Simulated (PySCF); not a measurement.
Cl₂GeH, SMILES [Cl][GeH][Cl], multiplicity 2. Atoms are numbered in the order given.

```xyz
4

Cl     0.0249     0.6350     1.7312
Ge    -0.0641    -0.6274     0.0000
Cl     0.0249     0.6350    -1.7312
H      1.2056    -1.5133     0.0000
```
Charge 0, spin multiplicity 2.

Geometry: ωB97X-D3(BJ)/def2-TZVP. The isomer is the one that the SMILES or the coordinates give; other isomers of the formula were not compared.

The numbers are results of PBE/def2-TZVPD (PySCF), not measurements.

The molecule is in vacuum.

```yaml
total_energy: -2997.39275 hartree
point_group: Cs
"α spin, highest occupied and lowest empty level": -5.92 and -1.65 eV
"β spin, highest occupied and lowest empty level": -7.93 and -4.76 eV
dipole_moment: 1.58 D
quadrupole, principal values (traceless, Buckingham form, about the centre of nuclear charge): -3.26, 0.87, 2.39 D·Å
mean_static_polarisability: 64.3 bohr³ (9.53 Å³)
polarisability_principal_values: 51.1, 62.5, 79.3 bohr³
"⟨S²⟩": 0.752 (pure state 0.75)
```
